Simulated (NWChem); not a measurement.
BHOICl; SMILES B(Cl)(O)I

All runs: NWChem. Geometry: optimised at PBE0/def2-SVP. Not confirmed as a minimum by frequencies. def2 effective core potentials on I; no spin-orbit coupling. Gas phase, vertical. One conformer.

CAM-B3LYP/def2-SVPD, TDA puts singlet state 3 at 6.29 eV with oscillator strength 0.125.

Question: Give the wavelength, the transition dipole and the radiative lifetime of that state in vacuum.

Answer: 
1. λ = 1239.84/6.29 = 197 nm, or 50730 cm⁻¹.
2. f = (2/3) ΔE μ² in atomic units, so μ = √(1.5 f/ΔE) = 0.90 a.u. = 2.29 D.
3. τ = 1.499 s cm⁻² / (f ν²) = 4.7 ns, for a non-degenerate state that emits at the vertical energy; a higher state like this one mostly decays faster by other paths.
